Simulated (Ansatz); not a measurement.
`[OH][Mo]([OH])([F])([F])([F])[Cl]`. Charge 0, multiplicity 1. Mo takes the def2 core potential. All single points use the PBE0-D4/def2-TZVP geometry. It is one conformer, not always the lowest.

```xyz
9

O    -0.196    0.151   -1.601
Mo   -0.154   -0.080    0.230
O     1.098    1.234    0.482
F    -1.098   -1.628   -0.169
F    -0.426   -0.580    1.980
F     1.343   -1.194    0.246
Cl   -1.899    1.341    0.530
H    -0.725   -0.391   -2.198
H     2.057    1.146    0.500
```

What is the dipole moment at PBE/def2-TZVPP? (Best estimate.)

The calculation gave: 2.82 D, with components (1.35, 1.32, -2.09) D in this frame, pointing from negative to positive charge.

And with r2SCAN, B3LYP, ωB97M-V? (An estimate is asked.)

Computed: r2SCAN 2.92 D, B3LYP 2.97 D, ωB97M-V 3.00 D.

Give the Mulliken charges with PBE, r2SCAN, ωB97M-V in def2-TZVPP. (Best estimate.)

The calculation gave: 
```json
{"atom": "O1", "PBE": "-0.33", "r2SCAN": "-0.39", "ωB97M-V": "-0.36"}
{"atom": "Mo2", "PBE": "1.27", "r2SCAN": "1.52", "ωB97M-V": "1.43"}
{"atom": "O3", "PBE": "-0.33", "r2SCAN": "-0.39", "ωB97M-V": "-0.36"}
{"atom": "F4", "PBE": "-0.30", "r2SCAN": "-0.34", "ωB97M-V": "-0.34"}
{"atom": "F5", "PBE": "-0.28", "r2SCAN": "-0.32", "ωB97M-V": "-0.32"}
{"atom": "F6", "PBE": "-0.31", "r2SCAN": "-0.35", "ωB97M-V": "-0.35"}
{"atom": "Cl7", "PBE": "-0.19", "r2SCAN": "-0.21", "ωB97M-V": "-0.17"}
{"atom": "H8", "PBE": "0.23", "r2SCAN": "0.24", "ωB97M-V": "0.23"}
{"atom": "H9", "PBE": "0.24", "r2SCAN": "0.25", "ωB97M-V": "0.23"}
```

B3LYP here is the variant with VWN-RPA as its local correlation; programs differ in this.
